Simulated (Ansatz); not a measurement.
The same path of H$_{6}$HfN$_{2}$OS (11 atoms, charge 0, multiplicity 1) was run twice with different band settings. Lost on the way: S3–H4. Made: O2–H4.

All numbers below come from Ansatz 0.2.0, RKS PBE/def2-SVP.

Relaxed end points:

```xyz
11
Properties=species:S:1:pos:R:3
Hf -0.032 -0.016 -0.249
O 0.893 1.346 -1.286
S -0.539 -2.003 -1.670
H 0.512 -1.719 -2.494
N 1.008 -0.700 1.374
N -1.720 0.825 0.530
H 1.657 1.926 -1.415
H 1.122 -0.200 2.263
H 1.552 -1.569 1.424
H -2.177 1.694 0.231
H -2.276 0.416 1.291
```

```xyz
11
Properties=species:S:1:pos:R:3
Hf -0.219 -0.166 -0.056
O 0.981 0.875 -1.690
S -0.559 -1.831 -1.587
H 0.735 0.047 -2.222
N 1.117 -0.704 1.405
N -1.944 0.772 0.540
H 1.957 0.872 -1.631
H 1.234 -0.258 2.324
H 1.643 -1.587 1.422
H -2.873 0.597 0.138
H -2.072 1.382 1.357
```

Common settings: movable images 7; climbing image yes; spring 5.0 eV/Å²; start path through a guess of the saddle point; force threshold 0.05 eV/Å; iteration limit 60; end points relaxed.

| run | optimiser |
| --- | --- |
| 1 | quadratic models (default) |
| 2 | fire |

What does each run give, and how far can it be trusted?

Run 1: converged after 44 iterations, highest image 1.177 eV above the first end. The profile has 2 maxima (images 1, 5) with wells between them (image 3): this band takes more than one step, which may be the mechanism or a detour left from its start path. A vibrational analysis at the climbing image gives one clearly imaginary mode, 996i cm⁻¹: a first-order saddle point.
Run 2: not converged after 60 iterations, highest image 1.383 eV above the first end. The band didn't meet its force threshold, so its energies are provisional: the largest band force was still 0.23 eV/Å, and over the last iterations the top stayed at 1.38 eV.
The orbitals stay closed-shell, which can raise the energy where a bond breaks towards radicals; this wasn't checked here.
